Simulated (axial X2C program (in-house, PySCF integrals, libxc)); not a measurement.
**Worked dissociation energy of PbB⁻: CCSD(T), spin-free**

All values were computed with an in-house all-electron X2C program for linear molecules (integrals from PySCF). Spin-free means the one-electron spin-free X2C Hamiltonian. Basis: Pb dyall-acv3z [13s15p11d8f1g], B dyall-av3z [8s7p3d2f] (cores contracted in-house); Gaussian nuclei, density fitting, unrestricted open shells. Masses: Pb 207.977 u, B 11.009 u.

Molecular state: M_S = 1, Λ = 1 (beyond evenly filled blocks: σα, π+α, π+β, π-α).

Correlated methods: 8 electrons correlated (number of frozen shells: Pb 5 s, 4 p, 3 d, 1 f; B 1 s), 304 virtual spin orbitals or spinors in MP2, 90 natural virtuals in coupled cluster.

- E(Pb-) (2M_S = 3, M_L = 0): -20880.257266 hartree
- E(B) (2M_S = 1, M_L = 0): -24.606846 hartree
- E(PbB⁻) at Re: -20904.945218 hartree
- ωe: 511.4 cm⁻¹
- ωexe: 2.87 cm⁻¹

Q: Work out De and D0.

A: De = -20880.257266 + (-24.606846) − (-20904.945218) = 0.08111 hartree = 2.207 eV. The zero-point energy is ωe/2 − ωexe/4 = 255 cm⁻¹ = 0.032 eV, so D0 = 2.175 eV.

Occupations by symmetry block were frozen at the best pattern of an incomplete PBE0 search. De is counted from the lowest determinant-based energies of the atoms at the same level, without counterpoise correction. CCSD and (T) use frozen natural virtuals with an MP2 correction for the truncation; (T) itself is uncorrected, so its De runs slightly low. Other states lie close and PBE0, whose exact exchange favours high spin, may order them wrongly; the determinant shown need not be the ground state. The nearest other spin-free determinant of the search, M_S = 0, Λ = 1, lies 0.14 eV up at the distance of the search. The determinant is spin-polarised beyond a pure state at some levels (its spin-free form has ⟨S²⟩ too high), which makes Re and μ there less reliable. The T1 diagnostic is large, a sign of multireference character. With the outer-core shells frozen, correlated bond lengths of heavy atoms tend to come out a few hundredths of an ångström too long. Spin-free De lacks the spin–orbit lowering of the heavy p-block atom, a tenth of an eV or more for 4p and 5p, up to an eV for 6p and one to two eV for 7p atoms, less what an open-shell molecule gains itself.

Each atomic determinant is the lowest at this level and need not be a pure term. Totals compare only within one Hamiltonian and basis.
